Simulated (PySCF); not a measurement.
methanol (CH4O), singlet, at a GFN2-xTB geometry.

PySCF was given this input:
```python
from pyscf import gto, scf, dft

mol = gto.Mole()
mol.atom = '''
    C    -0.057749    0.657503    0.006238
    O    -0.034981   -0.748578   -0.007589
    H    -1.106104    0.950101    0.004072
    H     0.880174   -1.047950   -0.006134
    H     0.421826    1.061888    0.904334
    H     0.430444    1.079565   -0.878988
'''
mol.basis = 'def2-svp'
mol.charge = 0
mol.spin = 0
mol.verbose = 4
mol.build()

mf = dft.RKS(mol)
mf.xc = 'bp86'
mf.kernel()
```

Problem. Estimate the nuclear repulsion energy that BP86/def2-SVP in PySCF returns for this input.

Solution. 40.5175 Eh

Problem. What dipole moment does BP86/def2-SVP give?

Solution. 1.57 D

Problem. What total energy does BP86/def2-SVP give?

Solution. -115.6280 Eh

Problem. Estimate the HOMO-LUMO gap that BP86/def2-SVP returns for this input.

Solution. 6.83 eV

Problem. What is the computed number of basis functions (BP86/def2-SVP)?

Solution. 48

Problem. Estimate the Mulliken (on the basis functions themselves) charges in atom order that BP86/def2-SVP returns for this input.

Solution. C1 0.10, O2 -0.32, H3 0.04, H4 0.16, H5 0.01, H6 0.01
